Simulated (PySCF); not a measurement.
**Working out the electron affinity of Ge**

Ge- [Ar] 3d10 4s2 4p3 (4S) → Ge [Ar] 3d10 4s2 4p2 (3P). All numbers are calculated (PySCF 2.14, scalar relativity through the core potential, in aug-cc-pVQZ-PP with one added diffuse shell each of s, p, d, f, g type with ECP10MDF (8s7p6d4f3g, 114 functions)). Frozen: 3s2 3p6 3d10. Energies in hartree (1 hartree = 27.21139 eV):

```json
{"part": "UHF", "Ge- (lower)": "-293.384545", "Ge (upper)": "-293.353891"}
{"part": "MP2 opposite-spin", "Ge- (lower)": "-0.051343", "Ge (upper)": "-0.044728"}
{"part": "MP2 same-spin", "Ge- (lower)": "-0.020511", "Ge (upper)": "-0.009200"}
```

Q: What does Hartree-Fock give?

A: (-293.353891) − (-293.384545) = 0.030654 hartree = 0.834 eV.

Q: What do MP2 and SCS-MP2 (6/5 opposite-spin, 1/3 same-spin) give?

A: The opposite-spin parts differ by 0.180 eV and the same-spin parts by 0.308 eV. MP2: 0.834 + (0.180) + (0.308) = 1.322 eV. SCS-MP2: 0.834 + 1.2 × (0.180) + (0.308)/3 = 1.153 eV.

Reference: 1.233 eV (measured; photodetachment measurements, as compiled on the Wikipedia data page of electron affinities), between the lowest levels; spin-orbit coupling is absent from the calculation.

What remains against the reference includes basis incompleteness, the frozen core and correlation beyond second order.
